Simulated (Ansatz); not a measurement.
Worked example: the interaction energy

The pair of HF (SMILES F, atoms 1–2) and H₂ (SMILES [H][H], atoms 3–4), both closed shells, in one local arrangement (a lower one may exist), relaxed at PBE0-D4/def2-TZVP:

F1  (-0.179, -0.541, -1.485)
H2  (0.129, 0.325, -1.428)
H3  (-0.054, -0.122, 1.173)
H4  (0.104, 0.339, 1.740)
(Å)

Both fragments are computed in the basis of the whole pair.

Program: Ansatz 0.2.0. Basis: def2-TZVPPD and def2-QZVPPD. Cores are frozen in the correlated methods.

Energies in eV:

| quantity | pair | first fragment | second fragment |
| --- | --- | --- | --- |
| Hartree–Fock, triple zeta (X = 3) | -2753.76913 | -2722.93960 | -30.82910 |
| Hartree–Fock, quadruple zeta (X = 4) | -2753.89334 | -2723.04940 | -30.84344 |
| MP2 correlation, X = 3 | -8.31292 | -7.43742 | -0.86484 |
| MP2 correlation, X = 4 | -9.00984 | -8.09664 | -0.90129 |
| CCSD(T) correlation, X = 3 | -8.76498 | -7.67698 | -1.07565 |

**Question.** Work out the interaction energy at the basis limit: extrapolate Hartree–Fock as E(X) = E∞ + A exp(−7.88 √X) and the MP2 correlation as E(X) = E∞ + B X^−2.97 (the exponents that Neese and Valeev fitted for def2-TZVPP and QZVPP, reused here for the diffuse sets), then add CCSD(T) − MP2 in triple zeta.

**Answer.** Each step is linear, so take the differences first (pair − first fragment − second fragment): Hartree–Fock -0.00043 (X = 3) and -0.00050 (X = 4); MP2 correlation -0.01066 and -0.01191; CCSD(T) correlation -0.01235.
Two points give E∞ = E(4) + w [E(4) − E(3)], with w = 1/(exp(7.88 (2 − √3)) − 1) = 0.1377 for Hartree–Fock and w = 1/((4/3)^2.97 − 1) = 0.7407 for the correlation.
Hartree–Fock: -0.00050 + 0.1377 × (-0.00007) = -0.0005 eV.
MP2 correlation: -0.01191 + 0.7407 × (-0.00125) = -0.0128 eV.
CCSD(T) − MP2: -0.01235 − (-0.01066) = -0.0017 eV.
Sum: -0.0005 + (-0.0128) + (-0.0017) = -0.0150 eV, or -0.35 kcal/mol. Plain CCSD(T) in triple zeta gives -0.0128 eV, so the larger basis shifts the result by -0.0022 eV.

The T1 diagnostic stays at or below 0.011.

For scale, one of the runs: CCSD(T)/def2-TZVPPD, 91 basis functions, launched by `ansatz run in.yaml --threads 2 --pin off --events-out ev --progress --plain --max-ram 5222MiB`. The run took about 1.2 s on 2 CPU threads of an AMD EPYC 7R43 (shared host).
